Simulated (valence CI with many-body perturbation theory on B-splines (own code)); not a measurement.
## Re⁴⁺ in three bases

Method: configuration interaction combined with many-body perturbation theory (CI+MBPT): three valence electrons over a frozen Dirac-Fock core [Xe] 4f14, a basis of 7 s, 7 p, 8 d, 6 f, 4 g, 1 h functions for each j, with the one-electron correlation potential Σ1, the two-electron term Σ2, the three-electron term Σ3, Breit, model QED; selected CI, second order for the rest, scaled by the run's own slope (own B-spline code, finite nucleus).

Against 32 measured levels this calculation errs by 1065 cm⁻¹ on average and by 2255 at most. Only levels of the ground parity were solved; by the run's estimate the other parity begins above the list, which can be wrong where configurations are misplaced.

The reference run has the lowest level 5d3 4F_3/2 and an ionisation energy of 53.5350 eV. Its largest variational space holds 9164 state functions.

Names give the largest LS component (configuration and term), which can be under half, so a name can repeat, a term be missing and a line seem to break the LS rules; names also repeat where a configuration has a term twice. Letters in brackets count levels of one name in rising energy.

Changed runs:
A. basis 6 s, 6 p, 5 d, 5 f, 1 g
B. basis 5 s, 5 p, 4 d, 4 f

Excitation energies of the reference run in cm⁻¹, and shifts in cm⁻¹:

| Level | Reference | A | B |
| --- | --- | --- | --- |
| 5d3 4F_5/2 | 4748 | -39 | -76 |
| 5d3 4F_7/2 | 8889 | -28 | -18 |
| 5d3 4F_9/2 | 11930 | +30 | +183 |
| 5d3 4P_3/2 | 12966 | +125 | +462 |
| 5d3 4P_1/2 | 14860 | +90 | +406 |
| 5d3 2G_7/2 | 19237 | +162 | +664 |
| 5d3 2H_9/2 | 20052 | +140 | +745 |
| 5d3 4P_5/2 | 21408 | +53 | +303 |
| 5d3 2D_3/2 [a] | 23752 | +129 | +436 |
| 5d3 2P_1/2 | 24289 | +140 | +564 |
| 5d3 2H_11/2 | 27233 | +212 | +1117 |
| 5d3 2D_5/2 [a] | 29465 | +206 | +636 |
| Ionisation energy (eV) | 53.5350 | -0.0341 | -0.0559 |
